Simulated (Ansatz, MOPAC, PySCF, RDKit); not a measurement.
Pair of molecules: HCl (SMILES Cl) (first 2 atoms) with H2 (SMILES [H][H]); geometry from B3LYP-D3(BJ)/def2-TZVP, rigid monomers moved along the line of their centres of mass till H2···H4 is 3.23 Å.
(charge 0, multiplicity 1):
| atom | x (Å) | y (Å) | z (Å) |
|---|---|---|---|
| Cl | -0.1180 | -0.5884 | -0.7213 |
| H | -0.0738 | -0.4022 | 0.5470 |
| H | -0.3207 | 0.1610 | 3.7151 |
| H | 0.3978 | -0.0359 | 3.7181 |

Interaction energies are E(AB) − E(A) − E(B) at the monomers' geometry in the complex; basis-set methods are counterpoise corrected. Rows marked so take none. RDKit's UFF carries no charges.

Frozen-core correlation. Rows in 6-31G* carry no dispersion term and start afresh at each structure (6-31G* with six Cartesian d functions). MP2/6-31G* freezes PySCF's default core. The state that PM3, PM6 reach isn't checked.

The values were computed with Ansatz (Gaussian orbitals); MOPAC for PM3, PM6 (differences of heats of formation); PySCF for 6-31G* rows, the dispersion terms; RDKit for the force fields. Each number belongs to the level named beside it.

| level | interaction energy (kcal/mol) |
|---|---|
| UFF | -0.13 |
| PM3 | -0.20 |
| PM6 | -0.04 |
| HF/6-31G* (no counterpoise) | -0.10 |
| PBE0-D3(BJ)/def2-TZVPPD | ? |
| M06-2X/6-31G* (no counterpoise) | -0.26 |
| MP2/6-31G* (no counterpoise) | -0.12 |
| SCS-MP2/aug-cc-pV(Q+d)Z | -0.23 |
| CCSD/aug-cc-pV(D+d)Z | -0.22 |

Problem. What belongs in the gaps?

Solution. 
- PBE0-D3(BJ)/def2-TZVPPD, interaction energy (kcal/mol): -0.34

Ansatz is a first-principles code.
